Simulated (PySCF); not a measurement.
Cartesian coordinates (Å):
```xyz
12

Si     2.1524    -0.4095     0.2985
Si     0.2291     0.0063    -0.9313
Si    -1.7089    -0.8696     0.0270
Si    -1.2916     1.4100     0.1449
H      1.7564    -0.4111     1.7324
H      3.1788     0.6450     0.0827
H      2.7437    -1.7315    -0.0401
H      0.3526     0.0603    -2.4114
H     -1.5694    -1.7293     1.2281
H     -2.8101    -1.2990    -0.8696
H     -2.1536     2.2880    -0.6841
H     -0.8794     2.0405     1.4231
```
Charge 0, spin multiplicity 1.

Predict the HOMO, total energy and HOMO–LUMO gap from PySCF 2.14.0 with PBE0-D3(BJ)/def2-TZVP.


```yaml
HOMO: -6.83 eV
total_energy: -1162.2953 Ha
HOMO–LUMO gap: 5.67 eV
```
